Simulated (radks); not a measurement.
Correlation energies from several functionals, in hartree. Species: Tc [Kr] 4d5 5s2; Mn2+ [Ar] 3d5. Method: non-relativistic Kohn-Sham, exchange-only PBE, spin-polarised, spherical densities, point nucleus; computed with a radial shooting solver on a logarithmic mesh with Libxc functionals. Every spin shell is full or empty, so the densities are truly spherical. Functionals are evaluated on that one density, not self-consistently.

functional,Tc,Mn2+
PW92,-3.9336,-1.9745
VWN5,-3.9516,-1.9845
Wigner,-2.1778,-1.1251
Chachiyo,-3.8745,-1.9363
PBEsol,-2.4407,-1.1555
LYP,-2.0760,-1.0325
PW91,-2.3218,-1.0965
AM05,-3.6508,-1.8118
OP (B88),-2.0002,-0.99629
TPSS,-2.1444,-1.0068
revTPSS,-2.1751,-1.0241
SCAN,-2.1576,-1.0008
B95,-2.5921,-1.1899
Tao-Mo,-2.0600,-0.94600
